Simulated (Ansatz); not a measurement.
`FCS[SiH2]Cl` and `FCS[SiH3]` differ in one atom or group.

Ansatz, PBE0-D4/def2-TZVP geometries, multiplicity 1. Each molecule was computed in one conformer, which needn't be the lowest.

```json
{"property": "HOMO–LUMO gap (B3LYP/def2-TZVPP) / eV", "`FCS[SiH2]Cl`": "7.01"}
{"property": "HOMO energy (B3LYP/def2-TZVPP) / eV", "`FCS[SiH2]Cl`": "-7.61"}
{"property": "LUMO energy (B3LYP/def2-TZVPP) / eV", "`FCS[SiH2]Cl`": "-0.60"}
{"property": "LUMO energy (PBE0/def2-TZVPP) / eV", "`FCS[SiH2]Cl`": "-0.39"}
{"property": "HOMO–LUMO gap (PBE/def2-TZVPP) / eV", "`FCS[SiH2]Cl`": "5.32"}
{"property": "size of the dipole moment (B3LYP/def2-TZVPP) / D", "`FCS[SiH2]Cl`": "0.63"}
```

(1) Give the same properties after the change, and the shifts. (An estimate is asked.)

Results:

(1) The calculation gave: 
```
                                        property  `FCS[SiH3]`  shift
           HOMO–LUMO gap (B3LYP/def2-TZVPP) / eV         7.06   0.05
             HOMO energy (B3LYP/def2-TZVPP) / eV        -7.29   0.32
             LUMO energy (B3LYP/def2-TZVPP) / eV        -0.23   0.37
              LUMO energy (PBE0/def2-TZVPP) / eV        -0.01   0.38
             HOMO–LUMO gap (PBE/def2-TZVPP) / eV         5.41   0.09
size of the dipole moment (B3LYP/def2-TZVPP) / D         1.40   0.77
```

With PBE0 the HOMO rises by 0.33 eV and the LUMO rises by 0.38 eV, so the gap widens by about 0.05 eV. PBE moves the HOMO by 0.31 eV and ωB97M-V by 0.33 eV. Dipoles are sizes alone; their direction can turn.

B3LYP here is the variant with VWN-RPA as its local correlation; programs differ in this.
